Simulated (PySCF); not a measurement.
## S: excitation energy

S [Ne] 3s2 3p4 (3P) → S [Ne] 3s1 3p5 (3P), as a difference of total energies. Calculation: PySCF 2.14, in aug-cc-pV(T+d)Z with one added diffuse shell each of s, p, d, f type (7s6p5d3f, 71 functions); the non-relativistic Hamiltonian (point nucleus). Correlated levels: valence: [Ne] frozen. The calculations carry no spin-orbit coupling.

```json
{"method": "UHF", "excitation energy (eV)": "11.470", "error (eV)": "+2.542"}
{"method": "MP2 (valence)", "excitation energy (eV)": "10.414", "error (eV)": "+1.486"}
{"method": "SCS-MP2 (valence)", "excitation energy (eV)": "10.294", "error (eV)": "+1.366"}
{"method": "CCSD (valence)", "excitation energy (eV)": "9.446", "error (eV)": "+0.518"}
{"method": "CCSD(T) (valence)", "excitation energy (eV)": "8.915", "error (eV)": "-0.013"}
```

Reference: 8.928 eV (measured; NIST levels, between the centres of gravity of the two terms).

Errors of the correlated levels include the incompleteness of this basis and the frozen core.

The coupled-cluster amplitudes are large for the upper state (T1 above 0.03 or a double amplitude above 0.15), so a single reference is strained.
